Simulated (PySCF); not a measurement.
# Electronic structure of Zn+ (zinc, charge +1) at the TPSS level

Configuration: [Ar] 3d10 4s1, 2S determinant. All numbers are calculated (PySCF 2.14, no relativity, point nucleus, in def2-SVP (5s3p2d1f, 31 functions)).

```
Total energy                                     : -1778.807 hartree
One-electron energy                              : -2471.719 hartree
Hartree (Coulomb) energy                         : 763.817 hartree
Exchange-correlation energy                      : -70.905 hartree
Kinetic energy                                   : 1775.50067 hartree
⟨S²⟩                                             : 0.7506
⟨L²⟩                                             : 0.000
Sum of ⟨r⟩                                       : 18.72 bohr
Sum of ⟨r²⟩                                      : 22.24 bohr²
Density at the nucleus (Gaussians lack the cusp) : 17300 bohr⁻³
Spin density at the nucleus                      : 7.62 bohr⁻³
Langevin diamagnetic susceptibility              : -17.6 ×10⁻⁶ cm³/mol
Time after the integrals                         : 1 s of wall time on 1 thread of Neoverse-N1 (shared host)
```

```
shell  electrons  mean orbital energy (eV)  rms radius, mean of both spins (bohr)
 1s α          1                   -9432.1                                 0.0591
 1s β          1                   -9432.1                                 0.0591
 2s β          1                   -1145.4                                  0.249
 2s α          1                   -1145.4                                  0.249
 2p β          3                   -1009.5                                  0.221
 2p α          3                   -1009.5                                  0.221
 3s α          1                   -135.24                                  0.744
 3s β          1                   -135.22                                  0.744
 3p α          3                   -91.992                                  0.783
 3p β          3                   -91.947                                  0.783
 3d α          5                   -19.379                                  0.994
 3d β          5                   -19.175                                  0.994
 4s α          1                   -13.762                                   2.68
```
